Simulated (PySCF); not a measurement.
Molecule: `O=C1NCC[C@@H]1CF`, C5H8FNO.

Bonds (- single, = double, # triple, : aromatic): O1=C2, C2-N3, N3-C4, C4-C5, C5-C6, C6-C7, C7-F8, C6-C2. N3 carries H9; C4 carries H10, H11; C5 carries H12, H13; C6 carries H14; C7 carries H15, H16. Stereochemistry as in O=C1NCC[C@@H]1CF. H10, H12 are cis to C7 on the ring; H15 is pro-R; H16 is pro-S; H11, H13 are trans to C7 on the ring.

Frames of a GFN2-xTB Langevin trajectory at 600 K; GIAO PBE0/pcSseg-1 shieldings in PySCF 2.14.0 with density-fitted response routines, gas phase, non-relativistic; equivalent atoms averaged within each frame.

δ = σ(ref) − σ, references computed at the same level: H2O for $^{17}$O (336.08 ppm); $^{13}$C (186.93 ppm), $^{1}$H (31.72 ppm) vs TMS; $^{15}$N (267.73 ppm) against NH3; $^{19}$F (170.95 ppm) against CFCl3. The references are static minima.

How do the shifts (ppm) fluctuate along the trajectory?

Results:


```
         time (fs)     O1     C2     C7    C6    C4    C5     N3      F8   H16   H15
optimised geometry  390.1  174.3   91.2  44.8  42.7  31.9  127.9  -255.0  5.35  4.46
               250  380.4  171.7   96.7  50.7  38.2  26.7  121.9  -245.3  7.28  5.17
               425  408.3  177.7  101.2  50.4  46.0  38.3  136.6  -209.2  4.91  4.91
               625  428.0  180.7   97.7  48.1  46.9  27.1  121.8  -222.4  6.24  5.43
               800  351.1  163.1   91.4  48.4  51.0  27.6  116.0  -262.5  5.93  5.74
              1000  364.5  168.9   93.1  47.5  35.7  19.1  118.8  -255.1  5.24  5.07
    mean of frames  386.4  172.4   96.0  49.0  43.6  27.8  123.0  -238.9  5.92  5.26
standard deviation   31.5    7.0    3.9   1.4   6.4   6.8    8.0    22.4  0.93  0.32
```

5 frames give an uncertainty of the mean of about the standard deviation over 2.2 at best, since frames this close in time may not be independent; classical motion lacks zero-point vibration, and the reference would need the same averaging.
